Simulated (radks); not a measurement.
Values are calculated unless marked as measured or tabulated.
I LI, 3 electrons, occupied as [He] 2s1.

Code: a radial shooting solver on a logarithmic mesh with Libxc functionals. Model: Dirac Kohn-Sham, BLYP, spin-unpolarised, spherical densities, finite nucleus; Fermi nuclear charge, rms radius 4.75 fm.

Energy parts (hartree):
total: -3233.71494
kinetic: 3511.08821
electron-nucleus: -6802.12804
Hartree: 97.19590
exchange-correlation: -39.87101

Orbitals (lengths in bohr, moments of r in powers of bohr; <r^-3> diverges for s and p1/2):
orbital  occ.  eigenvalue (hartree)      <r>  <1/r>  <r^-3>
1s1/2       2             -1402.185  0.02708  57.06       -
2s1/2       1             -342.8277   0.1096  14.24       -

The highest occupied level is 2s1/2 at -9328.8 eV. For comparison, the ionisation energy in NIST's Atomic Spectra Database is 9421.1 eV (theoretical). In exact Kohn-Sham theory the highest level is minus the ionisation energy, but local and semilocal functionals leave it too shallow, through self-interaction and a potential that decays too fast; potentials with the right tail come closer. The electron density at the nucleus is 2.323e+05 e/bohr^3. Summed over all electrons, <r^2> = 0.01613 bohr^2, which gives a Langevin (diamagnetic) susceptibility term of -0.0128 x 10^-6 cm^3/mol.

Beside tabulated values, note that spin-unpolarised runs miss the spin-polarisation part of the exchange energy of open shells.
